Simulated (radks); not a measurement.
Spherical quantum dot in the effective-mass picture: electrons in a parabolic well V = omega^2 r^2 / 2 with omega = 1.9, with a point charge +2 (a donor) at the centre, all in effective atomic units (hartree* = m*/eps^2 hartree, bohr* = eps/m* bohr), one dielectric constant everywhere. Calculated with a radial shooting solver with Libxc functionals: non-relativistic Kohn-Sham, r2SCAN, spin-polarised, spherical densities, generalised Kohn-Sham scheme. Levels are named by radial order and angular momentum (1s, 1p, 1d, 2s, ...), and open shells are averaged over m.

N = 3, configuration 1s2 1p(up 1, down 0). This is the lowest configuration that the search found. Occupied and some empty levels:

level,occupation,eigenvalue (hartree*),<r> (bohr*)
1s up,1,1.7817,0.6279
1s down,1,1.9068,0.6147
1p up,1,4.7907,1.037
1p down,0,4.9922,1.021
2s up,0,6.0628,1.150
2s down,0,6.2567,1.132
1d up,0,6.9668,1.285
1d down,0,7.2300,1.260
1f up,0,9.0227,1.489
1f down,0,9.4014,1.451

Energy (hartree*): total 3.80489, kinetic 7.8784, external -7.3974, Hartree 5.4173, exchange-correlation -2.0934.

Electron density:

r (bohr*),n(r) (e/bohr*^3)
0.0340,5.601
0.119,3.988
0.205,2.854
0.290,2.058
0.376,1.497
0.461,1.098
0.547,0.8124
0.632,0.6049
0.718,0.4522
0.803,0.3383
0.889,0.2521
0.974,0.1864
1.06,0.1361
1.15,0.09803
1.23,0.06904
1.32,0.04780
1.40,0.03219
1.49,0.02124
1.57,0.01359
1.66,0.008514
